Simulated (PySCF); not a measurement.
Species: C₄H₁₂GeOSi.
Atom-mapped SMILES: `[CH3:1][C:2]1([GeH2:3][O:4][SiH3:5])[CH2:6][CH2:7]1` (hydrogens: H8, H9, H10 on C1; H11, H12 on Ge3; H13, H14, H15 on Si5; H16, H17 on C6; H18, H19 on C7)

Computed with PySCF at CAM-B3LYP/def2-SVPD, non-relativistic, on one gas-phase PBE0-D3(BJ)/def2-SVP geometry that isn't relaxed in the solvent. The solvent is an IEF-PCM continuum (van der Waals radii × 1.2), and excitations are vertical TDDFT with non-equilibrium linear response and a frozen core. Specific hydrogen bonds and non-electrostatic terms are outside this model. Spin–orbit coupling is left out although an atom past zinc is present.

Gas-phase singlets (H = HOMO, L = LUMO):

```
state  E (eV)  λ (nm)      f             leading configurations
   S1   6.896     180  0.002                            H→L 79%
   S2   7.173     173  0.001                          H-2→L 73%
   S3   7.562     164  0.025                          H→L+1 80%
   S4   7.728     160  0.047               H-1→L 53%, H-3→L 12%
   S5   7.898     157  0.007  H-3→L 27%, H-1→L 14%, H-1→L+1 12%
```

**Question.** How does the list change in dimethylsulfoxide (ε = 46.83)?

**Answer.** 
| state | E (eV) | λ (nm) | f | leading configurations | change by rank (eV) |
| --- | --- | --- | --- | --- | --- |
| S1 | 6.855 | 181 | 0.002 | H→L 78% | -0.041 |
| S2 | 7.185 | 173 | 0.000 | H-2→L 81% | +0.012 |
| S3 | 7.579 | 164 | 0.023 | H→L+1 48%, H-1→L 26% | +0.017 |
| S4 | 7.635 | 162 | 0.086 | H-1→L 48%, H→L+1 30% | -0.093 |
| S5 | 7.867 | 158 | 0.011 | H-4→L 24%, H-3→L 23% | -0.031 |

**Question.** The ground-state energy changes by -0.098 eV from gas to dimethylsulfoxide. By how much does the total energy of gas-phase S1 change?

**Answer.** E(S1) = E(S0) + excitation energy, so it changes by -0.098 − 0.041 = -0.139 eV: it is lowered more than the ground state, which is what a red shift means. This is the vertical state, with the slow part of the continuum still set for S0.

**Question.** How do the frontier levels move from gas to dimethylsulfoxide?

**Answer.** 
```tsv
orbital	gas (eV)	solvent (eV)	change (eV)
LUMO+2	1.54	1.64	+0.10
LUMO+1	1.07	1.23	+0.16
LUMO	0.88	0.90	+0.02
HOMO	-9.18	-9.02	+0.16
HOMO-1	-9.68	-9.44	+0.24
HOMO-2	-9.73	-9.73	0.00
HOMO-3	-10.39	-10.34	+0.05
```

The HOMO–LUMO gap goes from 10.06 to 9.92 eV. Rows go by rank; for HOMO-3 the atom shares or the degeneracy differ between the runs, so the row needn't follow one orbital.

Time: 67 s wall; peak memory 1.5 GiB. Hardware: Arm Neoverse V2, one thread, shared host. This is the whole response run at CAM-B3LYP/def2-SVPD in dimethylsulfoxide, SCF included.

The values belong to the conformer `[CH3:1][C:2]1([GeH2:3][O:4][SiH3:5])[CH2:6][CH2:7]1`: C1–C2–Ge3–O4 67°, C2–Ge3–O4–Si5 40°.
